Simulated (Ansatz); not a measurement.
Cost and result up the ladder for cis-PtH2(AsH3)2 (As2PtH8) (11 atoms). Total charge 0; singlet. Geometry: PBE0-D4/def2-SVP.

```xyz
11

Pt    0.0372   -0.0316    1.1249
H     1.0911   -0.1458    2.3050
H    -0.9342    0.0350    2.3772
As   -1.9044    0.1753   -0.3329
H    -1.8593    0.1812   -1.8520
H    -2.7716    1.4060   -0.1833
H    -3.0127   -0.8456   -0.1987
As    1.8770   -0.1631   -0.4676
H     2.8015   -1.3583   -0.3950
H     2.9499    0.9014   -0.3977
H     1.7256   -0.1546   -1.9798
```

Ansatz on 4 threads of Arm Neoverse V1 on a shared host. Times are rough, and most runs start from the orbitals of an earlier one. CAM-B3LYP-D4/def2-TZVP serves as the yardstick here, not as an exact answer. Differences are given only for rows in sets of like size (and for xTB, whose basis is part of the method), since another set adds its own error. Binding counts from free atoms at the same level (Pt triplet, H doublet, As quartet; other spins of the atoms weren't run), without zero-point energy or a counterpoise term.

In the def2 sets Pt takes a core potential; there is no spin–orbit coupling. HSE06 is defined as in plane-wave codes, on full-range PBE exchange. Correlated methods freeze 18 core orbitals; core or outer-core shells of Pt, As are correlated, in sets that lack core-valence functions. The rows differ in basis, and correlated rows in double-zeta sets carry the largest basis error.

Correlated methods converge slowly with the basis, most of all in double-zeta sets.

| level | functions | wall time | binding energy per atom (eV) | difference from CAM-B3LYP-D4/def2-TZVP (eV) | remarks |
| --- | --- | --- | --- | --- | --- |
| PBE-D4/def2-SVP | 136 | 1.8 s | 2.60 | – | – |
| revPBE-D4/def2-TZVP | 184 | 2.4 s | 2.57 | -0.05 | – |
| PBE0-D4/def2-SVP | 136 | 2.9 s | 2.55 | – | – |
| PBE-D4/def2-TZVP (with forces) | 184 | 3 s | 2.63 | 0.01 | – |
| MP2/def2-TZVP | 184 | 3.4 s | 2.51 | -0.11 | test for broken spin undecided |
| PBE0-D4/def2-TZVP | 184 | 4.1 s | 2.58 | -0.04 | – |
| HSE06-D4/def2-TZVP | 184 | 4.4 s | 2.57 | -0.05 | – |
| CAM-B3LYP-D4/def2-TZVP | 184 | 4.9 s | 2.62 | 0.00 | – |
| r2SCAN-D4/def2-TZVP | 184 | 6 s | 2.64 | 0.02 | – |
| B97M-V/def2-TZVP | 184 | 12 s | 2.62 | 0.00 | – |
| CCSD(T)/def2-SVP | 136 | 43 s | 2.42 | – | – |
